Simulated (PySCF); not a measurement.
Cd(Br)(Et) (C2H5BrCd), SMILES C[CH2][Cd][Br].

Coordinates come from a PBE0-D3(BJ)/def2-SVP optimisation. The def2 effective core potentials stand for the cores of Cd; spin–orbit coupling is left out. One conformer was computed; it need not be the lowest.

All values below come from B3LYP/def2-TZVP (PySCF).

Isolated molecule, no solvent.

Q: Estimate the frontier levels, gap, dipole moment and polarisability. (The exact figures need the calculation; the answer reports its results.)

A: 
```yaml
highest_occupied_level: -7.43 eV
lowest_empty_level: -1.23 eV
orbital_gap: 6.19 eV
dipole_moment: 3.36 D
quadrupole, principal values (traceless, Buckingham form, about the centre of nuclear charge): -5.97, 2.69, 3.28 D·Å
mean_static_polarisability: 79.0 bohr³ (11.71 Å³)
polarisability_principal_values: 57.6, 60.6, 118.9 bohr³
```
